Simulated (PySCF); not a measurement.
Correlation energy of B²⁺ (boron, charge +2)

[He] 2s1, 2S determinant. All numbers are calculated (PySCF 2.14, no relativity, point nucleus, in def2-QZVPPD (8s4p4d2f1g, 63 functions)). Frozen: nothing; 3 electrons correlated.

MP2 pair energies summed by pair of shells (mhartree):

```json
{"pair": "1s-1s", "energy": "-14.59", "share (%)": "85.7"}
{"pair": "1s-2s", "energy": "-2.43", "share (%)": "14.3"}
```

Total MP2 correlation energy: -17.03 mhartree.

Same-spin part -0.36 and opposite-spin part -16.67 mhartree; SCS-MP2 scales them by 1/3 and 6/5 to -20.12 mhartree.

This basis was not built for core-valence correlation, so the inner-shell part is incomplete.
